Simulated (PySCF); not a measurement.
## How methods differ on the ionisation energy of Ir²⁺

Ir²⁺ [Xe] 4f14 5d7 (4F) → Ir³⁺ [Xe] 4f14 5d6 (5D), as a difference of total energies. Calculation: PySCF 2.14, in def2-TZVPPD with the def2 core potential (60 electrons) (6s5p3d2f1g, 59 functions); a scalar-relativistic core potential. Correlated levels: valence: 5s2 5p6 frozen; valence and next inner shell: nothing frozen outside the core potential. The calculations carry no spin-orbit coupling.

```csv
method,ionisation energy (eV)
UHF,27.509
LDA,29.552
PBE,29.333
PBE0,29.178
r2SCAN,29.024
wB97X,29.212
PW91,29.425
M06-L,29.237
BP86,29.508
MP2 (valence),28.763
SCS-MP2 (valence),28.908
MP2 (valence and next inner shell),28.740
SCS-MP2 (valence and next inner shell),28.739
```

Task: How much does correlation contribute at MP2 (valence and next inner shell)?

Result: 28.740 − (27.509) = 1.231 eV, measured against UHF.

The reference lies between the lowest fine-structure levels, while these numbers refer to the centres of the terms.

Errors of the correlated levels include the incompleteness of this basis and the frozen core.

For comparison: 28 ± 1.6 eV (theoretical estimate listed by NIST; NIST Atomic Spectra Database, ionization energies).
